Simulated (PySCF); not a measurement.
C₃H₄O, SMILES O=C1CC1. Atoms are numbered in the order given.

```xyz
8

O      0.0000     0.0000    -1.5828
C      0.0000     0.0000    -0.3860
C      0.0000    -0.7840     0.8605
C      0.0000     0.7840     0.8605
H     -0.9210    -1.2956     1.1630
H      0.9210    -1.2956     1.1630
H      0.9210     1.2956     1.1630
H     -0.9210     1.2956     1.1630
```
Charge 0, spin multiplicity 1.

The structure is a stationary point at B3LYP-D3(BJ)/def2-SVP.

Method: PySCF with TDA-B3LYP/def2-SVPD.

Vertical excitations. The molecule is in vacuum. State labels are in the subgroup C2v.

Computed lowest excited states:
```csv
state,symmetry,energy (eV),λ (nm),f,main pairs
S1,A2,3.76,330,0.000,HOMO→LUMO 99 %
S2,B2,6.23,199,0.023,HOMO→LUMO+1 99 %
S3,B1,6.51,190,0.001,HOMO−1→LUMO 100 %
S4,A1,6.94,179,0.000,HOMO→LUMO+2 99 %
S5,B2,7.46,166,0.001,HOMO→LUMO+3 98 %
S6,A2,7.84,158,0.000,HOMO→LUMO+4 98 %
S7,B2,8.49,146,0.002,"HOMO→LUMO+5 55 %, HOMO−3→LUMO 43 %"
S8,A1,8.57,145,0.058,HOMO→LUMO+6 87 %
S9,B2,8.60,144,0.056,"HOMO−3→LUMO 50 %, HOMO→LUMO+5 43 %"
S10,A2,8.62,144,0.000,HOMO−4→LUMO 98 %
T1,A2,3.18,390,0,HOMO→LUMO 99 %
T2,A1,6.06,205,0,HOMO−2→LUMO 94 %
T3,B2,6.09,204,0,HOMO→LUMO+1 98 %
T4,B1,6.25,198,0,HOMO−1→LUMO 99 %
```
Triplets are in the Tamm–Dancoff approximation.
